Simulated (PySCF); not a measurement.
## Ge(27+) (germanium, charge +27) across methods

[He] 2s2 2p1, 2P determinant. Calculation: PySCF 2.14, in an uncontracted even-tempered set (19 s from 7 bohr⁻², ratio 2.2; 12 p from 9.1 bohr⁻², ratio 2.2; 6 d from 38 bohr⁻², ratio 2.4; 5 f from 56 bohr⁻², ratio 2.4; 4 g from 85 bohr⁻², ratio 2.4); the spin-free X2C one-electron Hamiltonian (Gaussian nucleus).

```tsv
method	E (hartree)	mean ε 2s α (eV)	mean ε 2s β (eV)	mean ε 2p α (eV)	Σ⟨r²⟩ (bohr²)	⟨S²⟩
MN15	-1354.525	-2909.5	-2903.1	-2800.5	0.1283	0.750
PBE0	-1353.191	-2916.8	-2900.7	-2813.9	0.1285	0.750
PBE	-1353.157	-2902.3	-2889.1	-2797.6	0.1285	0.750
r2SCAN	-1353.259	-2907.3	-2891.9	-2804.8	0.1285	0.750
UHF	-1353.15765	-2959.1	-2933.9	-2862.1	0.1285	0.750
TPSS	-1353.541	-2905.1	-2891.2	-2801.5	0.1284	0.750
LDA	-1350.279	-2898.7	-2884.9	-2792.7	0.1287	0.750
```

Spin-orbit coupling, absent here, splits the open shell strongly.
